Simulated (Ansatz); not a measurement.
`N[SiH2][GaH2]` + `BN` → `B[NH][GaH2]` + `N[SiH3]`  (cleavage of the Ga–Si bond)

Calculated with Ansatz (gas phase, PBE0-D4/def2-TZVP geometries, no zero-point term in ΔE). CCSD(T)/CBS adds triple-zeta CCSD(T) − MP2 to the extrapolated MP2 energy (def2 sets, frozen cores). This one scheme is used for every species. Functionals use def2-TZVPP. B3LYP here is the variant with VWN-RPA as its local correlation; programs differ in this. HSE06 is defined as in plane-wave codes. For Ga outer-core shells are correlated without core-valence functions, which leaves a few kJ/mol of doubt a bond. Scalar relativity is left out up to krypton. Each species was taken in one conformer, which may not be the lowest.

`N[SiH2][GaH2]`:

Z-matrix (Å, degrees):
```
Si
Ga 1 2.410
N 1 1.728 2 109.2
H 1 1.502 2 108.3 3 -126.1
H 1 1.491 2 111.5 3 119.0
H 2 1.578 1 121.0 3 17.9
H 2 1.574 1 121.9 3 -163.1
H 3 1.008 1 120.3 2 177.5
H 3 1.007 1 119.3 2 -39.4
```

`BN`:

Cartesian coordinates in Å:
```
B 0.257 0.049 0.631
N -0.264 -0.051 -0.649
H 0.964 0.977 0.899
H -0.015 -0.794 1.435
H -0.864 -0.802 -0.942
H -0.078 0.621 -1.374
```

`B[NH][GaH2]`:

```xyz
8

B     0.863   -0.027   -1.123
N     0.226    0.566   -0.028
Ga   -0.965   -0.290    1.107
H     1.621    0.609   -1.804
H     0.640   -1.181   -1.369
H     0.434    1.538    0.154
H    -1.259   -1.787    0.795
H    -1.559    0.572    2.268
```

`N[SiH3]`:

Cartesian coordinates in Å:
```
N 0.894 0.564 -0.143
Si -0.549 -0.365 -0.022
H 1.757 0.192 0.218
H 0.855 1.562 -0.014
H -0.254 -1.732 -0.524
H -1.121 -0.509 1.350
H -1.583 0.287 -0.866
```

```tsv
level	ΔE (kJ/mol)	difference from CCSD(T)/CBS
LDA (SPW92)	-18.3	18.3
PBE-D4	-15.7	20.9
revPBE-D4	-18.3	18.3
BLYP-D4	-26.8	9.8
r2SCAN-D4	-28.2	8.4
PBE0-D4	-19.7	16.9
B3LYP-D4	-28.7	7.9
r2SCANh-D4	-28.5	8.1
r2SCAN0-D4	-28.9	7.7
HSE06-D4	-19.7	16.9
BHLYP-D4	-33.5	3.1
CAM-B3LYP-D4	-33.9	2.7
ωB97X-V	-32.6	4.0
ωB97M-V	-31.9	4.7
B2PLYP	-37.0	-0.4
PBE-QIDH	-32.9	3.7
PBE	-16.0	20.6
revPBE	-15.4	21.2
BLYP	-26.6	10.0
r2SCAN	-28.4	8.2
PBE0	-20.1	16.5
B3LYP	-29.2	7.4
r2SCANh	-28.6	8.0
r2SCAN0	-29.1	7.5
HSE06	-20.2	16.4
BHLYP	-35.4	1.2
CAM-B3LYP	-34.5	2.1
HF/def2-SVP	-45.4	-8.8
MP2/def2-SVP	-50.9	-14.3
CCSD(T)/def2-SVP	-43.6	-7.0
MP2/def2-TZVPP	-46.6	-10.0
SCS-MP2/def2-TZVPP	-48.0	-11.4
CCSD/def2-TZVPP	-39.1	-2.5
CCSD(T)/def2-TZVPP	-39.1	-2.5
HF/def2-QZVPP	-46.6	-10.0
MP2/def2-QZVPP	-45.5	-8.9
SCS-MP2/def2-QZVPP	-47.0	-10.4
HF/CBS(def2)	-46.7	-10.1
MP2/CBS(def2)	-44.1	-7.5
CCSD/CBS(def2)	-36.6	0.0
CCSD(T)/CBS	-36.6	0
```

Question: What do rigid-rotor, harmonic-oscillator terms from PBE0-D4/def2-TZVP frequencies (298.15 K, 1 bar) make of the CCSD(T)/CBS value? (An estimate is asked.)

Answer: Ansatz gave: ΔZPE = -5.9 kJ/mol, ΔH = -44.0 kJ/mol, ΔS = -3 J/(mol·K), ΔG = -43.1 kJ/mol.

Largest T1 diagnostic among the species: 0.013.

From BLYP to BHLYP (50 % exact exchange), in def2-TZVPP and without D4, ΔE moves by −8.8 kJ/mol. Leaving LDA and LC-ωPBE aside and taking each functional with its dispersion term where it has one, the values spread over 21.3 kJ/mol, from B2PLYP to PBE-D4.
